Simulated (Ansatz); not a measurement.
Complex (SMILES): [SiH4] (SiH4) with CC#N, atoms 1 to 5 the first; geometry from B3LYP-D3(BJ)/def2-TZVP, monomers rigid:
```xyz
11

Si    -0.2782    -0.3110     0.5434
H      0.3703     0.3249    -0.6277
H      0.4858    -0.0047     1.7685
H     -1.6621     0.2034     0.6592
H     -0.3267    -1.7748     0.3228
C     -3.3733    -2.6798     1.4880
C     -2.5202    -2.2119     2.5677
N     -1.8380    -1.8349     3.4125
H     -4.2233    -3.2313     1.8900
H     -3.7418    -1.8307     0.9118
H     -2.8079    -3.3342     0.8241
```

Basis-set convergence of the uncorrected interaction energy at B3LYP with Ansatz (a first-principles code). Cartesian d functions, on some or all atoms, in 6-31G*, 6-31+G*, 6-311G**, 6-311+G**; all else is spherical. The program fits the integrals of some runs and decomposes those of others, by size. No added dispersion term, no relativity. Functions are those of the species that has most. Reference: the counterpoise-corrected one, the value in aug-pcseg-3, 0.40 kcal/mol. Deviations are taken from unrounded values.

```
basis            functions  uncorrected interaction energy (kcal/mol)
---------------  ---------  -----------------------------------------
6-31G*                  78                                      -0.20
6-31+G*                 94                                       0.49
def2-SVP                95                                      -0.10
def2-SVPD              140                                      -0.18
pcseg-1                 95                                       0.24
aug-pcseg-1            159                                       0.02
cc-pV(D+d)Z            100                                      -0.06
aug-cc-pV(D+d)Z        164                                       0.00
6-311G**               123                                       0.15
6-311+G**              139                                       0.47
def2-TZVP              172                                       0.38
def2-TZVPD             217                                       0.35
pcseg-2                222                                       0.45
aug-pcseg-2            349                                       0.39
cc-pV(T+d)Z            227                                       0.25
aug-cc-pV(T+d)Z        354                                       0.30
def2-TZVPP             233                                       0.37
def2-TZVPPD            278                                       0.34
cc-pV(Q+d)Z            439                                       0.35
aug-cc-pV(Q+d)Z        651                                       0.36
def2-QZVPP             451                                       0.39
def2-QZVPPD            496                                       0.39
pcseg-3                475                                       0.40
aug-pcseg-3            687                                       0.39
```

What the diffuse functions change, pair by pair:
- 6-31G* to 6-31+G*: 16 more functions, deviation -0.60 to 0.09 kcal/mol
- def2-SVP to def2-SVPD: 45 more functions, deviation -0.50 to -0.58 kcal/mol
- pcseg-1 to aug-pcseg-1: 64 more functions, deviation -0.15 to -0.38 kcal/mol
- cc-pV(D+d)Z to aug-cc-pV(D+d)Z: 64 more functions, deviation -0.46 to -0.40 kcal/mol
- 6-311G** to 6-311+G**: 16 more functions, deviation -0.25 to 0.07 kcal/mol
- def2-TZVP to def2-TZVPD: 45 more functions, deviation -0.02 to -0.05 kcal/mol
- pcseg-2 to aug-pcseg-2: 127 more functions, deviation 0.05 to -0.01 kcal/mol
- cc-pV(T+d)Z to aug-cc-pV(T+d)Z: 127 more functions, deviation -0.14 to -0.09 kcal/mol
- def2-TZVPP to def2-TZVPPD: 45 more functions, deviation -0.03 to -0.05 kcal/mol
- cc-pV(Q+d)Z to aug-cc-pV(Q+d)Z: 212 more functions, deviation -0.05 to -0.04 kcal/mol
- def2-QZVPP to def2-QZVPPD: 45 more functions, deviation -0.01 to -0.01 kcal/mol
- pcseg-3 to aug-pcseg-3: 212 more functions, deviation 0.01 to -0.01 kcal/mol

Leaving out the reference's own pair, they bring the value nearer the reference by more than 0.01 kcal/mol in 6 of 11 pairs.
